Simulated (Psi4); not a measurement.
C3H6Cl, doublet, at a GFN2-xTB geometry; B3LYP5/6-311G** (Psi4 1.11).

Psi4 was given this input:
```
memory 2 GB

molecule {
0 2
  C    -1.12714493    0.54831026   -1.12061078
  C     0.05858672    0.01652336   -0.40707604
  C     1.43913294    0.42902159   -0.75611191
  Cl   -0.19499081   -0.56806618    1.18693576
  H    -1.37519472    1.56824688   -0.79981318
  H    -0.93026778    0.57765788   -2.19090812
  H    -2.00138196   -0.07334642   -0.93606275
  H     2.16736257   -0.26712278   -0.34395903
  H     1.67995543    1.42623389   -0.36587780
  H     1.55092187    0.46232438   -1.83849467
}

set basis 6-311g**
set reference uks

energy('b3lyp5')
print_variables()
```

It wrote (shortened):

```
   => Loading Basis Set <=

    Name: 6-311G**
    Role: ORBITAL
    Keyword: BASIS

         ---------------------------------------------------------
                                   SCF
               by Justin Turney, Rob Parrish, Andy Simmonett
                          and Daniel G. A. Smith
                              UKS Reference
         ---------------------------------------------------------

  ==> Geometry <==

    Molecular point group: c1
    Full point group: C1

    Geometry (in Angstrom), charge = 0, multiplicity = 2:

       Center              X                  Y                   Z               Mass
    ------------   -----------------  -----------------  -----------------  -----------------
         C           -1.110631792598     0.603045268062    -1.218959601330    12.000000000000
         C            0.075099857402     0.071258368062    -0.505424861330    12.000000000000
         C            1.455646077402     0.483756598062    -0.854460731330    12.000000000000
         CL          -0.178477672598    -0.513331171938     1.088586938670    34.968852682000
         H           -1.358681582598     1.622981888062    -0.898162001330     1.007825032230
         H           -0.913754642598     0.632392888062    -2.289256941330     1.007825032230
         H           -1.984868822598    -0.018611411938    -1.034411571330     1.007825032230
         H            2.183875707402    -0.212387771938    -0.442307851330     1.007825032230
         H            1.696468567402     1.480968898062    -0.464226621330     1.007825032230
         H            1.567435007402     0.517059388062    -1.936843491330     1.007825032230

  Running in c1 symmetry.

  Rotational constants: A =      0.27729  B =      0.15989  C =      0.10583 [cm^-1]
  Rotational constants: A =   8312.86068  B =   4793.44253  C =   3172.56490 [MHz]
  Nuclear repulsion =  156.846106094151850

  Charge       = 0
  Multiplicity = 2
  Electrons    = 41
  Nalpha       = 21
  Nbeta        = 20

  ==> Algorithm <==

  SCF Algorithm Type is DF.
  DIIS enabled.
  MOM disabled.
  Fractional occupation disabled.
  Guess Type is SAD.
  Energy threshold   = 1.00e-06
  Density threshold  = 1.00e-06
  Integral threshold = 1.00e-12

  ==> Primary Basis <==

  Basis Set: 6-311G**
    Blend: 6-311G**
    Number of shells: 60
    Number of basis functions: 116
    Number of Cartesian functions: 120
    Spherical Harmonics?: true
    Max angular momentum: 2

  ==> DFT Potential <==

   => LibXC <=

    Version 7.1.2
    S. Lehtola, C. Steigemann, M. J. T. Oliveira, and M. A. L. Marques,  SoftwareX 7, 1–5 (2018) (10.1016/j.softx.2017.11.002)

   => Composite Functional: B3LYP5 <=

    B3LYP5 Hyb-GGA Exchange-Correlation Functional

    P. J. Stephens, F. J. Devlin, C. F. Chabalowski, and M. J. Frisch,  J. Phys. Chem. 98, 11623 (1994) (10.1021/j100096a001)

    Deriv               =              1
    GGA                 =           TRUE
    Meta                =          FALSE

    Exchange Hybrid     =           TRUE
    MP2 Hybrid          =          FALSE

   => Exchange Functionals <=

    0.0800   Slater exchange
    0.7200         Becke 88

   => Exact (HF) Exchange <=

    0.2000               HF

   => Correlation Functionals <=

    0.1900   Vosko, Wilk & Nusair (VWN5)
    0.8100   Lee, Yang & Parr

   => LibXC Density Thresholds  <==

    XC_HYB_GGA_XC_B3LYP5:  1.00E-15

   => Molecular Quadrature <=

    Radial Scheme          =       TREUTLER
    Pruning Scheme         =           NONE
    Nuclear Scheme         =       TREUTLER

    Blocking Scheme        =         OCTREE
    BS radius alpha        =              1
    Pruning alpha          =              1
    Radial Points          =             75
    Spherical Points       =            302
    Total Points           =         213704
    Total Blocks           =           1635
    Max Points             =            256
    Max Functions          =            115
    Weights Tolerance      =       1.00E-15

   => Loading Basis Set <=

    Name: (6-311G** AUX)
    Role: JKFIT
    Keyword: DF_BASIS_SCF

  ==> Integral Setup <==

  SCF_SUBTYPE=INCORE selected. In-core MEM_DF algorithm will be used.
  Using in-core AOs.

  ==> MemDFJK: Density-Fitted J/K Matrices <==

    J tasked:                   Yes
    K tasked:                   Yes
    wK tasked:                   No
    Algorithm:                 Core
    Schwarz Cutoff:           1E-12
    Mask sparsity (%):       2.3038
    Fitting Condition:        1E-10

   => Auxiliary Basis Set <=

  Basis Set: (6-311G** AUX)
    Blend: CC-PVTZ-JKFIT
    Number of shells: 172
    Number of basis functions: 538
    Number of Cartesian functions: 643
    Spherical Harmonics?: true
    Max angular momentum: 4

  Minimum eigenvalue in the overlap matrix is 3.4435471204E-03.
  Reciprocal condition number of the overlap matrix is 5.2557489032E-04.
    Using symmetric orthogonalization.

  ==> Pre-Iterations <==

  SCF Guess: Superposition of Atomic Densities via on-the-fly atomic UHF (no occupation information).

   -------------------------
    Irrep   Nso     Nmo
   -------------------------
     A        116     116
   -------------------------
    Total     116     116
   -------------------------

  ==> Iterations <==

                           Total Energy        Delta E     RMS |[F,P]|

   @DF-UKS iter SAD:  -577.57199258675848   -5.77572e+02   0.00000e+00
   @DF-UKS iter   1:  -577.55422215946555    1.77704e-02   7.96093e-03 DIIS/ADIIS
   @DF-UKS iter   2:  -577.24466166114314    3.09560e-01   9.82849e-03 DIIS/ADIIS
   @DF-UKS iter   3:  -577.98139528362719   -7.36734e-01   1.21789e-03 DIIS/ADIIS
   @DF-UKS iter   4:  -577.98810440527018   -6.70912e-03   6.99363e-04 DIIS/ADIIS
   @DF-UKS iter   5:  -577.99121136130259   -3.10696e-03   7.96691e-05 DIIS
   @DF-UKS iter   6:  -577.99126184281829   -5.04815e-05   3.06099e-05 DIIS
   @DF-UKS iter   7:  -577.99127129438762   -9.45157e-06   1.21518e-05 DIIS
   @DF-UKS iter   8:  -577.99127268653888   -1.39215e-06   2.63540e-06 DIIS
   @DF-UKS iter   9:  -577.99127276584034   -7.93015e-08   8.36010e-07 DIIS
  Energy and wave function converged.

  ==> Post-Iterations <==

   Electrons on quadrature grid:
      Nalpha   =   21.0000261902 ; deviation = 2.619e-05
      Nbeta    =   20.0000236848 ; deviation = 2.368e-05
      Ntotal   =   41.0000498750 ; deviation = 4.987e-05

   @Spin Contamination Metric:   4.023775001E-03
   @S^2 Expected:                7.500000000E-01
   @S^2 Observed:                7.540237750E-01
   @S   Expected:                5.000000000E-01
   @S   Observed:                5.000000000E-01

    Orbital Energies [Eh]
    ---------------------

    Alpha Occupied:

[...]
    Alpha Virtual:

[...]
    Beta Occupied:

[...]
    Beta Virtual:

[...]
    Final Occupation by Irrep:
              A
    DOCC [    20 ]
    SOCC [     1 ]
    NA   [    21 ]
    NB   [    20 ]

  @DF-UKS Final Energy:  -577.99127276584034

   => Energetics <=

    Nuclear Repulsion Energy =            156.8461060941518497
    One-Electron Energy =               -1104.0712201230576284
    Two-Electron Energy =                 406.8376290919826488
    DFT Exchange-Correlation Energy =     -37.6037878289172411
    Empirical Dispersion Energy =           0.0000000000000000
    VV10 Nonlocal Energy =                  0.0000000000000000
    Total Energy =                       -577.9912727658403355

  UHF NO Occupations:
  HONO-2 :   19  A 1.9995251
  HONO-1 :   20  A 1.9990322
  HONO-0 :   21  A 1.0000000
  LUNO+0 :   22  A 0.0009678
  LUNO+1 :   23  A 0.0004749
  LUNO+2 :   24  A 0.0002006
  LUNO+3 :   25  A 0.0001760

Computation Completed

Properties will be evaluated at   0.000000,   0.000000,   0.000000 [a0]

Properties computed using the SCF density matrix

 Multipole Moments:

 ------------------------------------------------------------------------------------
     Multipole            Electronic (a.u.)      Nuclear  (a.u.)        Total (a.u.)
 ------------------------------------------------------------------------------------

 L = 1.  Multiply by 2.5417464519 to convert [e a0] to [Debye]
 Dipole X            :         -1.1792756            1.2794176            0.1001420
 Dipole Y            :         -3.8710894            4.2408012            0.3697118
 Dipole Z            :          7.0358842           -7.6199458           -0.5840616
 Magnitude           :                                                    0.6984577

 ------------------------------------------------------------------------------------

  Variable Map:
  ----------------------------------------------------------------------------
[...]
  Array Variable Map:
  ----------------------------------------------------------------------------
[...]
[...]
```
